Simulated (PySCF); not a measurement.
C₃H₅, SMILES [CH2]C=C (connectivity only; charge and spin as stated), charge +1, multiplicity 1.

Geometry optimised at B3LYP-D3(BJ)/def2-TZVP. The spin state was assumed, not searched. The isomer is the one that the SMILES or the coordinates give; other isomers of the formula were not compared.

Two levels are set side by side: TDDFT-PBE/def2-SVPD (PySCF) and TDDFT-LC-ωPBE/def2-SVPD (PySCF). Vertical, same geometry. The lowest singlet is HOMO−1→LUMO 100 % with PBE and HOMO−1→LUMO 98 % with the other functional; states are paired by order. Differences are taken from unrounded values.

```csv
quantity,TDDFT-LC-ωPBE,TDDFT-PBE,TDDFT-PBE minus TDDFT-LC-ωPBE
lowest singlet excitation (eV),5.18,4.46,-0.73
lowest triplet excitation (TDA) (eV),2.34,2.71,0.36
first bright state (f over 0.05) (eV),5.63,5.78,0.15
its oscillator strength,0.34,0.31,-0.03
```

A lower first singlet is the usual sign of a functional without exact exchange. Differences between two approximate levels are no errors against the true value.

Rough cost on one machine, each run with all the roots and properties that it gave: TDDFT-LC-ωPBE against TDDFT-PBE about 3 times.
